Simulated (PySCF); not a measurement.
## O²⁺ (oxygen, charge +2): UHF calculation

Configuration: [He] 2s2 2p2, high-spin 3P determinant. Computed with PySCF 2.14 in jorge-DZP-DKH, with scalar relativity by spin-free X2C-1e.

```
Total energy                                                  : -73.139539 hartree
One-electron energy                                           : -92.5589 hartree
Hartree (Coulomb) energy                                      : 26.7489 hartree
Exchange energy                                               : -7.3296 hartree
⟨S²⟩                                                          : 2.0041
⟨L²⟩                                                          : 2.006
Sum of ⟨r⟩                                                    : 4.462 bohr
Sum of ⟨r²⟩                                                   : 5.120 bohr²
Traceless quadrupole moment −½Σ⟨3z² − r²⟩ along its main axis : 0.484 e·bohr²
Langevin diamagnetic susceptibility                           : -4.05 ×10⁻⁶ cm³/mol
Time after the integrals                                      : 0.05 s of wall time on 1 thread of Neoverse-V1 (shared host)
```

| shell | electrons | mean orbital energy (hartree) | rms radius, mean of both spins (bohr) |
| --- | --- | --- | --- |
| 1s α | 1 | -22.36473 | 0.230 |
| 1s β | 1 | -22.26509 | 0.230 |
| 2s α | 1 | -2.68377 | 1.14 |
| 2s β | 1 | -2.30111 | 1.14 |
| 2p α | 2 | -2.05274 | 1.10 |
